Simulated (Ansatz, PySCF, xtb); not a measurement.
Constitutional and geometric isomers with formula C2H7B. All species are isolated molecules in the gas phase. One relaxed conformer stands for each flexible species; it need not be the lowest. Strings in code marks are SMILES.

Quantity: electronic energy of isomers of C2H7B relative to `CBC`, in kJ/mol.

Level 1: frozen-core CCSDT(Q)/6-31g // B3LYP-D3(BJ)/def2-TZVP (Ansatz, an electronic-structure program)
Level 2: PBE-D3(BJ)/def2-TZVP // B3LYP-D3(BJ)/def2-TZVP (PySCF)
Level 3: HF/6-31G* // B3LYP-D3(BJ)/def2-TZVP (PySCF)
Level 4: GFN2-xTB (xtb)

| species | level 1 | level 2 | level 3 | level 4 |
|---|---|---|---|---|
| `BCC` | 58.8 | 65.1 | 50.2 | 4.02 |
